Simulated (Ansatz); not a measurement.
Species: SiN, net charge 0, doublet state. SMILES: N#[Si]
Coordinates optimised at B3LYP-D3(BJ)/def2-TZVP (Ansatz, a first-principles code):
```
Si
N 1 1.5675
```
Charge 0, spin multiplicity 2.

Property: atomisation energy (electronic, to ground-state atoms), in kcal/mol. Valence correlation only, unless marked. UHF or UKS for open shells. Spin-orbit coupling is left out. Non-relativistic. FCI takes restricted orbitals. The coupled-cluster limit lacks core correlation, which all-electron functionals hold. CBS(X,Y): correlation extrapolated as X^-3; Hartree-Fock from the larger set. The program attaches cautions to a run behind CCSD(T)/STO-3G: large difference.

```csv
level,program,atomisation energy (kcal/mol)
HF/6-31G*,Ansatz,22.1
HF/aug-cc-pV(T+d)Z,Ansatz,30.0
HF/def2-QZVPP,Ansatz,30.7
PBE-D3(BJ)/def2-TZVPD,Ansatz + dftd3,119.6
revPBE-D3(BJ)/def2-TZVPD,Ansatz + dftd3,113.4
r2SCAN-D3(BJ)/def2-TZVPD,Ansatz + dftd3,105.9
PBE0-D4/def2-TZVP,Ansatz + dftd4,103.2
r2SCAN0/def2-TZVPD,Ansatz,93.9
HSE06/def2-TZVPD,Ansatz,103.4
B2GP-PLYP-D3(BJ)/def2-TZVPD,Ansatz + dftd3,99.3
MP2/cc-pV(D+d)Z,Ansatz,74.6
MP2/def2-SVP,Ansatz,77.3
CCSD/def2-TZVPP,Ansatz,89.5
"CCSD/CBS(cc-pV(T+d)Z,cc-pV(Q+d)Z)",Ansatz,96.8
CCSD(T)/STO-3G,Ansatz,92.6
CCSD(T)/aug-cc-pV(T+d)Z,Ansatz,99.3
CCSD(T)/cc-pwCVTZ,Ansatz,98.3
CCSD(T)/def2-TZVPP,Ansatz,97.5
CCSD(T)/def2-QZVPP,Ansatz,102.6
FCI/6-31G,Ansatz,65.2
"CCSD(T)/CBS(def2-TZVPPD,def2-QZVPPD)",Ansatz,105.4
```

The UHF reference is spin-contaminated (<S^2> 0.42 over the pure value in the largest basis). The T1 diagnostic of CCSD in the largest basis is 0.079, which is high, so the coupled-cluster rows are less sure than usual.
